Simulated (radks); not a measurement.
Task: The mean radii <r> (bohr) of the occupied orbitals of an atom or ion are listed with their occupations. Calculated with a radial shooting solver on a logarithmic mesh with Libxc functionals: scalar-relativistic Kohn-Sham, PBE, spin-polarised, spherical densities, finite nucleus; Fermi nuclear charge, rms radius of each element as measured or else 0.836 A^(1/3) + 0.57 fm.

orbital  occ.      <r>
1s down     1  0.05409
1s up       1  0.05409
2s up       1   0.2450
2s down     1   0.2448
2p up       3   0.2154
2p down     3   0.2152
3s up       1   0.7394
3s down     1   0.7408
3p up       3   0.7774
3p down     3   0.7800
3d up       5   0.9954
3d down     3    1.034
4s up       1    2.773
4s down     1    2.849

Name the element and its charge. Open shells, if any, are filled with parallel spins first.

Result: Z = 28, nickel, charge 0: Ni in [Ar] 3d8 4s2. The 1s radius gives Z: for a bare nucleus <r> = (2 gamma + 1)/(2Z) with gamma = sqrt(1 - (Z/c)^2), 0.05282 bohr for Z = 28, and screening makes it slightly larger (0.05409 here). The occupations add up to 28, and the charge is Z minus that.
